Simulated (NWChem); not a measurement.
System: C$_{3}$H$_{7}$NSi; SMILES C=C/N=C/[SiH3]

NWChem printed, in part:

```
             Northwest Computational Chemistry Package (NWChem) 7.3.0
             --------------------------------------------------------

 CS  symmetry detected

                             Geometry "geometry" -> ""
                             -------------------------

 Output coordinates in angstroms (scale by  1.889725989 to convert to a.u.)

  No.       Tag          Charge          X              Y              Z
 ---- ---------------- ---------- -------------- -------------- --------------
    1 C                    6.0000     0.40582919     2.93789108     0.00000000
    2 C                    6.0000    -0.36374337     1.84290367     0.00000000
    3 N                    7.0000     0.19153097     0.56875496     0.00000000
    4 C                    6.0000    -0.58745826    -0.44563872     0.00000000
    5 Si                  14.0000     0.17800152    -2.17610620     0.00000000
    6 H                    1.0000     1.49415046     2.83940078     0.00000000
    7 H                    1.0000    -0.03319061     3.93741795     0.00000000
    8 H                    1.0000    -1.46504531     1.92319129     0.00000000
    9 H                    1.0000    -1.69309728    -0.30887241     0.00000000
   10 H                    1.0000     1.02324816    -2.35799258     1.21733100
   11 H                    1.0000    -0.90981700    -3.20188658     0.00000000
   12 H                    1.0000     1.02324816    -2.35799258    -1.21733100

 Effective nuclear repulsion energy (a.u.)     194.9787511280

      Symmetry information
      --------------------

 Group name             Cs
 Group number              2
 Group order               2
 No. of unique centers    11

                                Z-matrix (autoz)
                                --------

 Units are Angstrom for bonds and degrees for angles

[...]

      ----------------------
      Optimization converged
      ----------------------

  Step       Energy      Delta E   Gmax     Grms     Xrms     Xmax
  ---- ---------------- -------- -------- -------- -------- --------
@    5    -458.49917555 -3.0D-07  0.00007  0.00002  0.00023  0.00061
                                     ok       ok       ok       ok

                                Z-matrix (autoz)
                                --------

 Units are Angstrom for bonds and degrees for angles

      Type          Name      I     J     K     L     M      Value     Gradient
      ----------- --------  ----- ----- ----- ----- ----- ---------- ----------
    1 Stretch                  1     2                       1.31515   -0.00002
    2 Stretch                  1     6                       1.07134    0.00001
    3 Stretch                  1     7                       1.07139    0.00001
    4 Stretch                  2     3                       1.42154    0.00006
    5 Stretch                  2     8                       1.07818    0.00001
    6 Stretch                  3     4                       1.26684   -0.00003
    7 Stretch                  4     5                       1.91153   -0.00007
    8 Stretch                  4     9                       1.08786    0.00001
    9 Stretch                  5    10                       1.48464   -0.00000
   10 Stretch                  5    11                       1.49010   -0.00001
   11 Stretch                  5    12                       1.48464   -0.00000
   12 Bend                     1     2     3               120.59283    0.00000
   13 Bend                     1     2     8               122.05564    0.00001
   14 Bend                     2     1     6               120.24511    0.00001
   15 Bend                     2     1     7               121.57844    0.00000
   16 Bend                     2     3     4               120.56553    0.00000
   17 Bend                     3     2     8               117.35153   -0.00001
   18 Bend                     3     4     5               118.13576    0.00000
   19 Bend                     3     4     9               121.11943    0.00000
   20 Bend                     4     5    10               110.11094    0.00002
   21 Bend                     4     5    11               109.26184   -0.00000
   22 Bend                     4     5    12               110.11094    0.00002
   23 Bend                     5     4     9               120.74480   -0.00000
   24 Bend                     6     1     7               118.17645   -0.00001
   25 Bend                    10     5    11               108.97080   -0.00001
   26 Bend                    10     5    12               109.39005   -0.00002
   27 Bend                    11     5    12               108.97080   -0.00001
   28 Torsion                  1     2     3     4         180.00000   -0.00000
   29 Torsion                  2     3     4     5         180.00000   -0.00000
   30 Torsion                  2     3     4     9           0.00000   -0.00000
   31 Torsion                  3     2     1     6           0.00000   -0.00000
   32 Torsion                  3     2     1     7         180.00000   -0.00000
   33 Torsion                  3     4     5    10          60.35146   -0.00000
   34 Torsion                  3     4     5    11         180.00000    0.00000
   35 Torsion                  3     4     5    12         -60.35146    0.00000
   36 Torsion                  4     3     2     8           0.00000    0.00000
   37 Torsion                  6     1     2     8         180.00000    0.00000
   38 Torsion                  7     1     2     8           0.00000    0.00000
   39 Torsion                  9     4     5    10        -119.64854   -0.00000
   40 Torsion                  9     4     5    11          -0.00000    0.00000
   41 Torsion                  9     4     5    12         119.64854    0.00000

                         Geometry "geometry" -> "geometry"
                         ---------------------------------

 Output coordinates in angstroms (scale by  1.889725989 to convert to a.u.)

  No.       Tag          Charge          X              Y              Z
 ---- ---------------- ---------- -------------- -------------- --------------
    1 C                    6.0000     0.40528057     2.93026744     0.00000000
    2 C                    6.0000    -0.38720263     1.88070255     0.00000000
    3 N                    7.0000     0.15340969     0.56596773     0.00000000
    4 C                    6.0000    -0.61044739    -0.44468296     0.00000000
    5 Si                  14.0000     0.19080210    -2.18017854     0.00000000
    6 H                    1.0000     1.46906492     2.80323358     0.00000000
    7 H                    1.0000     0.01493490     3.92802321     0.00000000
    8 H                    1.0000    -1.46127818     1.97465902     0.00000000
    9 H                    1.0000    -1.69242614    -0.33167230     0.00000000
   10 H                    1.0000     1.03090598    -2.35457064     1.21159272
   11 H                    1.0000    -0.88029317    -3.21610778     0.00000000
   12 H                    1.0000     1.03090598    -2.35457064    -1.21159272

 Effective nuclear repulsion energy (a.u.)     194.9264237598

      Symmetry information
      --------------------

 Group name             Cs
 Group number              2
 Group order               2
 No. of unique centers    11

                Final and change from initial internal coordinates
                --------------------------------------------------

                                Z-matrix (autoz)
                                --------

 Units are Angstrom for bonds and degrees for angles

[...]
```

Level: Hartree-Fock/3-21G. 

Task: Write an input that gives this output.

Result: One answer among several that fit: the input that was run:
```
start job
memory heap 200 mb stack 900 mb global 1100 mb
geometry units angstroms
  C      0.420359     2.937761     0.000000
  C     -0.355309     1.847083     0.000000
  N      0.192850     0.569857     0.000000
  C     -0.591785    -0.440176     0.000000
  Si     0.164011    -2.174886     0.000000
  H      1.508114     2.833202     0.000000
  H     -0.013079     3.939721     0.000000
  H     -1.456146     1.933512     0.000000
  H     -1.696644    -0.297245     0.000000
  H      1.008230    -2.361484     1.217331
  H     -0.929512    -3.194583     0.000000
  H      1.008230    -2.361484    -1.217331
end
basis spherical
  * library 3-21g
end
dft
  xc hfexch
  iterations 150
end
driver
  maxiter 120
end
task dft optimize
```
